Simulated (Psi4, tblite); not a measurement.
Interaction energy of CO ··· H3O+ (SMILES [C-]#[O+] and [OH3+]) (charge +1). Monomers: optimised at B3LYP-D3(BJ) (def2-TZVP), held rigid. Orientation: lowest of the rigid-body minima from ten starts at GFN2-xTB. The monomers approach along the line of their centres of mass (distance R); nothing else relaxes.

Computed with: GFN2-xTB (tblite); CCSD(T)/aug-cc-pVDZ = DF-CCSD(T)/aug-cc-pVDZ, frozen core, counterpoise-corrected in Psi4.

Interaction energies in kcal/mol:

| R / Å | GFN2-xTB |
|---|---|
| 3.13 | -14.81 |
| 3.32 | -17.05 |
| 3.50 | -15.95 |
| 3.71 | -13.39 |
| 4.03 | -9.63 |
| 4.29 | -7.47 |
| 4.80 | -5.03 |
| 5.55 | -3.29 |
| 6.49 | -2.14 |
| 7.85 | -1.29 |

**Question.** Estimate the CCSD(T)/aug-cc-pVDZ values at these points.

**Answer.** 3.13: -9.23; 3.32: -13.20; 3.50: -13.54; 3.71: -12.22; 4.03: -9.44; 4.29: -7.39; 4.80: -4.57; 5.55: -2.48; 6.49: -1.35; 7.85: -0.70 (kcal/mol).
